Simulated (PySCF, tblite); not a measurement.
A database entry of computed molecular properties. Lists by class give the value and the number of equivalent atoms.

```json
{
 "formula": "C5H8Cl4Si",
 "smiles": "C=CC[C@H](CCl)[Si](Cl)(Cl)Cl",
 "inchi": "InChI=1S/C5H8Cl4Si/c1-2-3-5(4-6)10(7,8)9/h2,5H,1,3-4H2/t5-/m1/s1",
 "charge": 0,
 "multiplicity": 1,
 "geometry_level": "GFN2-xTB",
 "electronic_structure_code": "PySCF",
 "results": {
  "GFN2-xTB geometry": {
   "point_group": "C1",
   "rotational_constants_GHz": [0.725, 0.483, 0.382]
  },
  "PBE0/pcSseg-1 ground state and GIAO shieldings, non-relativistic": {
   "dipole_D": 0.7,
   "homo_eV": -7.78,
   "lumo_eV": -0.22,
   "shift_vs_computed_TMS_C_by_class_ppm": [
    [141.7, 1],
    [128.3, 1],
    [48.5, 1],
    [47.0, 1],
    [33.9, 1]
   ],
   "shift_vs_computed_TMS_H_by_class_ppm": [
    [6.16, 1],
    [5.71, 1],
    [5.53, 1],
    [3.82, 1],
    [3.73, 1],
    [3.21, 1],
    [2.26, 1],
    [1.66, 1]
   ],
   "shielding_other_nuclei_by_class_ppm": [
    ["Si", 322.9, 1],
    ["Cl", 815.6, 3],
    ["Cl", 859.4, 1]
   ]
  },
  "GFN2-xTB harmonic vibrations, gas phase": {
   "strongest_ir_bands_cm-1_km_per_mol_modes": [
    [514.6, 91.0, 1],
    [528.4, 75.5, 1],
    [687.6, 74.1, 1],
    [2966.9, 26.8, 1],
    [3065.4, 25.8, 1],
    [3131.0, 33.7, 1]
   ],
   "zpe_kcal_per_mol": 75.9
  }
 }
}
```

The zero-point energy, half the sum of the 48 harmonic wavenumbers, equals 26550 cm⁻¹ or 318 kJ/mol. With B = h/(8π²I), that is 505.379 GHz u Å² over I, the principal moments of inertia are 696.9, 1046.6 and 1323.7 u Å² (most abundant isotopes); the inertial defect Ic − Ia − Ib is -419.8 u Å² (zero for a rigid planar frame, negative otherwise). The rotational constants make it an asymmetric top with κ = (2B − A − C)/(A − C) = -0.4, nearer the prolate limit (−1).

One conformer (not necessarily the lowest) at the GFN2-xTB geometry, without solvent or vibrations. NMR classes are plain means over equivalent atoms (diastereotopic ones count apart unless rotation or inversion swaps them), as if these changed places fast; in this geometry the members of some classes differ.

The values belong to the conformer `[CH2:1]=[CH:2][CH2:3][C@H:4]([CH2:5][Cl:6])[Si:7]([Cl:8])([Cl:9])[Cl:10]`: C1–C2–C3–C4 116°, C2–C3–C4–C5 69°, C3–C4–C5–Cl6 62°, C3–C4–Si7–Cl8 -45°.
